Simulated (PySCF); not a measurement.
AlF2I, SMILES [F][Al]([F])[I]. Atoms are numbered in the order given.

```xyz
4

Al     0.0000     0.0000    -1.3517
F      0.0000    -1.4158    -2.2015
F      0.0000     1.4158    -2.2015
I      0.0000     0.0000     1.0792
```

Geometry: r2SCAN-D4/def2-SVP. The def2 effective core potentials stand for the cores of I; spin–orbit coupling is left out.

All values below come from CAM-B3LYP/def2-TZVPD run with PySCF.

Isolated molecule, no solvent.

```json
{
  "total_energy": "-740.11038 hartree",
  "point_group": "C2v",
  "highest_occupied_level": "-9.69 eV",
  "lowest_empty_level": "-0.99 eV",
  "orbital_gap": "8.70 eV",
  "dipole_moment": "1.27 D",
  "quadrupole, principal values (traceless, Buckingham form, about the centre of nuclear charge)": "-5.69, -2.80, 8.49 D·Å",
  "mean_static_polarisability": "55.4 bohr³ (8.21 Å³)",
  "polarisability_principal_values": "48.2, 50.5, 67.5 bohr³"
}
```
